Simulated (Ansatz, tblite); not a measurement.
Cost and result up the ladder for Ga₄P₄H₁₄, a cluster cut from wurtzite GaP (hydrogen-capped) (22 atoms). Total charge 0; singlet. Geometry: PBE-D4/def2-SVP.

```xyz
22

Ga   -0.822    2.474   -0.750
P    -1.150    1.464    1.494
Ga   -1.013   -1.328   -2.138
P     0.320    0.625   -1.758
P    -1.310   -1.983    0.238
Ga   -0.371   -0.727    2.041
Ga    2.534    0.219   -0.942
P     1.903   -0.571    1.325
H    -2.294    2.621   -1.303
H     0.158    3.678   -0.468
H    -2.525    1.474    1.888
H    -0.647    2.305    2.535
H    -2.476   -0.954   -2.597
H    -0.155   -2.509   -2.739
H     0.561    1.099   -3.088
H    -2.690   -2.140    0.578
H    -0.900   -3.332    0.475
H    -0.637   -1.247    3.501
H     3.306    1.567   -0.658
H     3.174   -1.061   -1.609
H     2.561    0.175    2.352
H     2.472   -1.848    1.622
```

Ansatz on 2 threads of AMD EPYC 7R13 on a shared host and a share (18 GiB) of an NVIDIA H100 80GB HBM3; xTB runs through tblite on one thread. Times are rough, summed over both states, and most runs start from the orbitals of an earlier one. PBE0-D4/def2-TZVP serves as the yardstick here, not as an exact answer. The other state is a doublet.

The xTB rows come from tblite. Single mean-field runs in def2-TZVP are fitted with def2-universal-jkfit.

Run but left out: PBE-D4/def2-TZVP (charge +1 doublet: an occupied level 0.05 eV above an empty one).

Raw xTB energies of ions are shifted by several eV.

```tsv
level	functions	wall time	vertical IE (eV)	difference from PBE0-D4/def2-TZVP (eV)
GFN2-xTB	86	0.065 s	12.93	4.20
GFN1-xTB	100	0.094 s	12.74	4.02
BHLYP-D4/def2-TZVP	424	12 s	8.92	0.20
PBE0-D4/def2-TZVP	424	12 s	8.72	0.00
```
